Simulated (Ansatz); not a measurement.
Si(tBu)2Me2 (C₁₀H₂₄Si), relaxed as a singlet with RKS PBE-D4/def2-SVP in Ansatz, starting from the GFN2-xTB geometry. Force threshold 0.03 eV/Å.

Start:

```xyz
35

Si   -0.515    0.391   -0.179
C    -0.714   -1.528    0.011
C     0.429   -2.298   -0.651
C    -2.020   -1.954   -0.664
C    -0.791   -1.934    1.484
H     0.240   -3.371   -0.601
H     0.529   -2.023   -1.698
H     1.375   -2.104   -0.150
H    -1.986   -1.760   -1.733
H    -2.868   -1.418   -0.246
H    -2.190   -3.020   -0.519
H    -1.639   -1.459    1.970
H     0.111   -1.653    2.020
H    -0.913   -3.014    1.571
C     1.245    1.123    0.175
C     2.202    0.854   -0.989
C     1.861    0.561    1.456
C     1.120    2.640    0.340
H     3.182    1.284   -0.778
H     2.332   -0.211   -1.156
H     1.828    1.302   -1.906
H     2.057   -0.504    1.363
H     1.202    0.719    2.306
H     2.809    1.056    1.668
H     0.512    2.888    1.205
H     0.667    3.093   -0.538
H     2.105    3.087    0.479
C    -1.768    1.226    1.001
H    -1.887    2.277    0.761
H    -1.460    1.158    2.039
H    -2.748    0.765    0.921
C    -0.999    0.878   -1.965
H    -2.060    0.726   -2.134
H    -0.461    0.297   -2.707
H    -0.789    1.926   -2.156
```

| step | energy (eV) | largest force component (eV/Å) | SCF passes |
| --- | --- | --- | --- |
| 1 | -18611.6213 | 0.808 | 20 |
| 2 | -18611.8534 | 0.292 | 19 |
| 3 | -18611.8668 | 0.163 | 18 |
| 4 | -18611.8784 | 0.050 | 18 |
| 5 | -18611.8790 | 0.031 | 20 |
| 6 | -18611.8791 | 0.015 | 13 |

Force components are those of the run's own axes.

End:

```tsv
atom	x (Å)	y (Å)	z (Å)
Si1	-0.528	0.401	-0.185
C2	-0.707	-1.527	0.007
C3	0.441	-2.278	-0.692
C4	-2.040	-1.939	-0.654
C5	-0.754	-1.927	1.494
H6	0.263	-3.376	-0.656
H7	0.537	-1.997	-1.761
H8	1.420	-2.092	-0.205
H9	-2.042	-1.750	-1.746
H10	-2.910	-1.406	-0.218
H11	-2.218	-3.028	-0.507
H12	-1.598	-1.444	2.028
H13	0.177	-1.665	2.034
H14	-0.893	-3.028	1.592
C15	1.244	1.119	0.181
C16	2.207	0.821	-0.985
C17	1.828	0.553	1.488
C18	1.107	2.649	0.324
H19	3.207	1.267	-0.781
H20	2.359	-0.265	-1.142
H21	1.847	1.251	-1.941
H22	2.033	-0.534	1.420
H23	1.153	0.715	2.355
H24	2.794	1.053	1.729
H25	0.487	2.935	1.197
H26	0.658	3.119	-0.577
H27	2.110	3.112	0.466
C28	-1.771	1.223	0.995
H29	-1.895	2.299	0.754
H30	-1.452	1.149	2.055
H31	-2.770	0.748	0.911
C32	-0.996	0.881	-1.963
H33	-2.078	0.723	-2.145
H34	-0.437	0.288	-2.716
H35	-0.781	1.952	-2.155
```

By distances, no bond broke or formed. The bond that changes most is C32–H35, from 1.09 to 1.11 Å (atoms count from 1).

No frequencies were taken in this run, so the end may be a saddle point.

It took 33 s on 4 threads of Arm Neoverse V1 on a shared host.
